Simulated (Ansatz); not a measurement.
Born–Oppenheimer molecular dynamics of CH$_{3}$BBrGeN (8 atoms, charge 0, multiplicity 1). It starts at the highest image of a converged band, a first-order saddle point between two minima.

Method: RKS PBE-D4/def2-SVP in Ansatz 0.2.0.

* ensemble: NVE (velocity Verlet)
* time step: 0.5 fs
* steps asked: 200
* starting velocities drawn for: 300 K
* seed: 5393

Frames 0.5 fs apart, positions in Å.

Velocities at 70.0 fs (Å/ps):

```
Br -0.46 0.11 1.25
B 2.32 1.13 -16.26
N -4.16 -2.86 5.97
C 4.88 3.10 6.60
Ge -0.13 -0.67 -0.71
H 8.20 15.26 -2.22
H 13.53 0.97 -48.68
H -1.28 13.64 15.31
```

```xyz
8
Properties=species:S:1:pos:R:3 time_fs=70.0 energy_less_start_eV=-0.193 T=550
Br -2.426 -0.495 1.015
B -0.889 0.455 0.261
N -0.162 1.703 0.621
C 0.816 0.868 0.612
Ge 0.665 -0.674 -0.963
H 1.805 1.034 1.204
H -0.865 0.233 -1.221
H 0.172 -1.855 0.005
8
Properties=species:S:1:pos:R:3 time_fs=70.5 energy_less_start_eV=-0.167 T=517
Br -2.427 -0.495 1.015
B -0.888 0.456 0.252
N -0.164 1.702 0.624
C 0.819 0.870 0.616
Ge 0.665 -0.674 -0.963
H 1.808 1.041 1.202
H -0.858 0.233 -1.244
H 0.172 -1.848 0.012
8
Properties=species:S:1:pos:R:3 time_fs=71.0 energy_less_start_eV=-0.148 T=491
Br -2.427 -0.495 1.016
B -0.887 0.456 0.244
N -0.167 1.700 0.627
C 0.821 0.871 0.619
Ge 0.665 -0.674 -0.963
H 1.809 1.048 1.198
H -0.850 0.233 -1.264
H 0.171 -1.841 0.019
8
Properties=species:S:1:pos:R:3 time_fs=71.5 energy_less_start_eV=-0.134 T=473
Br -2.427 -0.495 1.017
B -0.885 0.457 0.235
N -0.169 1.699 0.630
C 0.824 0.872 0.622
Ge 0.665 -0.675 -0.964
H 1.807 1.053 1.193
H -0.841 0.232 -1.280
H 0.170 -1.835 0.025
8
Properties=species:S:1:pos:R:3 time_fs=72.0 energy_less_start_eV=-0.123 T=460
Br -2.427 -0.495 1.017
B -0.884 0.458 0.227
N -0.172 1.697 0.634
C 0.826 0.873 0.625
Ge 0.665 -0.675 -0.964
H 1.803 1.057 1.186
H -0.832 0.231 -1.293
H 0.169 -1.829 0.030
8
Properties=species:S:1:pos:R:3 time_fs=72.5 energy_less_start_eV=-0.115 T=449
Br -2.427 -0.495 1.018
B -0.882 0.459 0.218
N -0.175 1.696 0.637
C 0.829 0.875 0.627
Ge 0.665 -0.675 -0.964
H 1.798 1.060 1.179
H -0.822 0.229 -1.302
H 0.168 -1.822 0.035
8
Properties=species:S:1:pos:R:3 time_fs=73.0 energy_less_start_eV=-0.108 T=439
Br -2.428 -0.495 1.018
B -0.880 0.460 0.210
N -0.178 1.694 0.640
C 0.831 0.875 0.630
Ge 0.665 -0.676 -0.965
H 1.792 1.063 1.171
H -0.811 0.227 -1.308
H 0.166 -1.816 0.039
8
Properties=species:S:1:pos:R:3 time_fs=73.5 energy_less_start_eV=-0.100 T=429
Br -2.428 -0.494 1.019
B -0.879 0.461 0.201
N -0.181 1.693 0.644
C 0.833 0.876 0.632
Ge 0.666 -0.676 -0.965
H 1.786 1.065 1.163
H -0.800 0.225 -1.310
H 0.164 -1.810 0.042
8
Properties=species:S:1:pos:R:3 time_fs=74.0 energy_less_start_eV=-0.091 T=417
Br -2.428 -0.494 1.020
B -0.877 0.463 0.193
N -0.184 1.692 0.647
C 0.835 0.877 0.634
Ge 0.666 -0.676 -0.965
H 1.780 1.066 1.155
H -0.789 0.222 -1.309
H 0.162 -1.805 0.044
8
Properties=species:S:1:pos:R:3 time_fs=74.5 energy_less_start_eV=-0.083 T=407
Br -2.428 -0.494 1.020
B -0.875 0.464 0.184
N -0.188 1.690 0.651
C 0.836 0.878 0.636
Ge 0.666 -0.677 -0.965
H 1.776 1.067 1.148
H -0.779 0.220 -1.305
H 0.160 -1.800 0.046
8
Properties=species:S:1:pos:R:3 time_fs=75.0 energy_less_start_eV=-0.077 T=400
Br -2.428 -0.494 1.021
B -0.873 0.465 0.176
N -0.191 1.688 0.654
C 0.837 0.878 0.637
Ge 0.666 -0.677 -0.966
H 1.773 1.067 1.142
H -0.768 0.217 -1.298
H 0.157 -1.794 0.047
8
Properties=species:S:1:pos:R:3 time_fs=75.5 energy_less_start_eV=-0.077 T=400
Br -2.428 -0.493 1.021
B -0.872 0.466 0.168
N -0.194 1.687 0.658
C 0.838 0.879 0.638
Ge 0.666 -0.677 -0.966
H 1.773 1.068 1.137
H -0.758 0.215 -1.287
H 0.154 -1.790 0.047
```

Of the whole run (100 fs, mean temperature of the second half 535 K): The conserved energy stayed within 0.14 meV per atom of its start (net change 0.088 meV per atom), so the integration is sound. The system heated up, since it started high on the potential surface and ran downhill. A run of 0.1 ps of so small a system gives no equilibrium averages. The orbitals stay closed-shell, which can raise the energy where a bond breaks towards radicals; this wasn't checked here.

The run took 8.4 min on 2 threads of Arm Neoverse V1 (shared host), peak memory 0.17 GiB.
